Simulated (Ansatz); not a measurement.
Start from `C[N](C)[Mg][NH2]` and change one atom or group to get `CN(C)[SiH3]`.

Ansatz, PBE0-D4/def2-TZVP geometries, multiplicity 1. Each molecule was computed in one conformer, which needn't be the lowest.

```csv
property,`C[N](C)[Mg][NH2]`
HOMO–LUMO gap (PBE0/def2-TZVPP) / eV,4.53
size of the dipole moment (PBE/def2-TZVPP) / D,0.64
HOMO energy (PBE/def2-TZVPP) / eV,-4.15
HOMO energy (B3LYP/def2-TZVPP) / eV,-5.18
zero-point energy (PBE0-D4/def2-TZVP) / kJ/mol,275.5
HOMO–LUMO gap (ωB97M-V/def2-TZVPP) / eV,8.08
```

(1) What does the change do to each property? (Best estimate.)

Results:

(1) The calculation gave: 
| property | `CN(C)[SiH3]` | shift |
| --- | --- | --- |
| HOMO–LUMO gap (PBE0/def2-TZVPP) / eV | 6.96 | 2.43 |
| size of the dipole moment (PBE/def2-TZVPP) / D | 1.01 | 0.37 |
| HOMO energy (PBE/def2-TZVPP) / eV | -5.09 | -0.94 |
| HOMO energy (B3LYP/def2-TZVPP) / eV | -6.19 | -1.01 |
| zero-point energy (PBE0-D4/def2-TZVP) / kJ/mol | 281.3 | 5.8 |
| HOMO–LUMO gap (ωB97M-V/def2-TZVPP) / eV | 10.85 | 2.77 |

With PBE0 the HOMO falls by 1.03 eV and the LUMO rises by 1.39 eV, so the gap widens by about 2.42 eV. PBE moves the HOMO by -0.94 eV and ωB97M-V by -1.03 eV. Dipoles are sizes alone; their direction can turn.

B3LYP here is the variant with VWN-RPA as its local correlation; programs differ in this.
